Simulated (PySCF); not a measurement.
F2GaHSe, SMILES [F][Ga]([F])[SeH].

Coordinates come from a B3LYP-D3(BJ)/def2-SVP optimisation. Other conformers were not sampled.

Calculation: PBE/def2-TZVPD (PySCF).

Symmetry labels are those of the subgroup Cs that the program uses (full group Cs).

Computed valence orbital energies around the gap with their symmetry:
| orbital | symmetry | energy (eV) |
|---|---|---|
| HOMO−7 | A' | -10.73 |
| HOMO−6 | A' | -10.24 |
| HOMO−5 | A" | -9.78 |
| HOMO−4 | A' | -9.75 |
| HOMO−3 | A" | -9.32 |
| HOMO−2 | A' | -9.15 |
| HOMO−1 | A' | -8.51 |
| HOMO | A" | -7.01 |
| LUMO | A' | -2.90 |
| LUMO+1 | A" | -1.78 |
| LUMO+2 | A' | -1.54 |
| LUMO+3 | A' | -0.04 |
